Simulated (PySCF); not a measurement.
C₆H₆F₂O.
Geometry (GFN2-xTB, Å), atoms numbered from 1 in this order:
```
atom  x, y, z in Å
F1     3.2598    0.7503    1.0091
C2     2.2767   -0.1149    0.7383
F3     2.8537   -1.1341    0.0333
O4     1.3388    0.5164    0.0118
C5     0.1252   -0.2104   -0.1711
C6    -0.8195   -0.2567    1.0045
C7    -2.0271    0.1518    0.6057
C8    -1.9694    0.5618   -0.7894
C9    -0.7268    0.4009   -1.2500
H10    1.9245   -0.5569    1.6909
H11    0.3667   -1.2454   -0.4701
H12   -0.5369   -0.6118    1.9774
H13   -2.9200    0.1916    1.2029
H14   -2.8140    0.9405   -1.3349
H15   -0.3362    0.6249   -2.2227
```

PySCF, density fitting, gas phase, GFN2-xTB geometry. The standard run uses grid level 2 after a coarse-grid start, the def2-universal JK fitting basis (with tight functions added where the orbital basis needs them), an energy threshold of 1e-9 Eh and DIIS. The changed runs have no coarse-grid stage.

**Question.** Standard PBE0/def2-SVPD: E = -506.220081 Eh, HOMO -6.968 eV, LUMO -1.505 eV, dipole 3.227 D, 14 cycles (coarse-grid cycles included). What changes at PBE0/def2-SVPD with: start guess atom, level shift 0.3 Eh?

**Answer.** E = -506.220081 Eh (0.000 mEh), HOMO -6.968 eV (0.000), LUMO -1.504 eV (+0.001), dipole 3.227 D (0.000), 14 SCF cycles. The result matches the standard run within 0.02 mEh and 0.003 eV; such settings steer the iterations and don't enter the energy expression.

The cycles:
```
cycle   1  E = -505.9978481425  dE =  2.764e+00  |g| = 1.021e+00  |ddm| = 7.611e+00
cycle   2  E = -506.1094352998  dE = -1.116e-01  |g| = 8.205e-01  |ddm| = 2.800e+00
cycle   3  E = -506.2136645703  dE = -1.042e-01  |g| = 1.630e-01  |ddm| = 9.607e-01
cycle   4  E = -506.2197218987  dE = -6.057e-03  |g| = 3.990e-02  |ddm| = 3.636e-01
cycle   5  E = -506.2200574042  dE = -3.355e-04  |g| = 6.527e-03  |ddm| = 9.278e-02
cycle   6  E = -506.2200753135  dE = -1.791e-05  |g| = 3.736e-03  |ddm| = 2.879e-02
cycle   7  E = -506.2200796045  dE = -4.291e-06  |g| = 1.146e-03  |ddm| = 1.208e-02
cycle   8  E = -506.2200803128  dE = -7.083e-07  |g| = 4.897e-04  |ddm| = 5.435e-03
cycle   9  E = -506.2200804850  dE = -1.723e-07  |g| = 2.262e-04  |ddm| = 2.466e-03
cycle  10  E = -506.2200805307  dE = -4.568e-08  |g| = 1.124e-04  |ddm| = 1.204e-03
cycle  11  E = -506.2200805435  dE = -1.283e-08  |g| = 5.742e-05  |ddm| = 5.565e-04
cycle  12  E = -506.2200805473  dE = -3.760e-09  |g| = 2.995e-05  |ddm| = 2.624e-04
cycle  13  E = -506.2200805484  dE = -1.145e-09  |g| = 1.633e-05  |ddm| = 1.365e-04
cycle  14  E = -506.2200805488  dE = -3.457e-10  |g| = 8.944e-06  |ddm| = 6.764e-05
```
